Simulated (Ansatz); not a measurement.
Consider the isomerisation: `C=[C](N)[GeH3]` → `C/N=[CH]\[GeH3]`.

Computed with Ansatz on PBE0-D4/def2-TZVP structures; ΔE is electronic, products minus reactants. CBS: MP2 limit from def2 TZ/QZ plus the TZ coupled-cluster correction, frozen cores. Functionals use def2-TZVPP. For Ge outer-core shells are correlated without core-valence functions, which leaves a few kJ/mol of doubt a bond. Scalar relativity is left out up to krypton. One conformer a species, not always the lowest.

```
             level  ΔE (kJ/mol)
           ωB97X-V         34.2
            B2PLYP         34.8
            r2SCAN         37.8
              PBE0         38.7
    MP2/def2-TZVPP         39.2
SCS-MP2/def2-TZVPP         32.8
     HF/def2-QZVPP         34.0
    MP2/def2-QZVPP         41.9
```

Question: What does CCSD(T)/CBS give? (An estimate is asked.)

Answer: The calculation gave: +36.8 kJ/mol. The listed levels differ from it by -2.6, -2.0, 1.0, 1.9, 2.4, -4.0, -2.8, 5.1 kJ/mol.

Largest T1 diagnostic among the species: 0.012.

From PBE to PBE0 (25 % exact exchange), in def2-TZVPP and without D4, ΔE moves by +4.5 kJ/mol.

CCSD(T)/CBS has its own doubt, a few kJ/mol and more with outer-core shells, so smaller differences from it don't rank the levels.
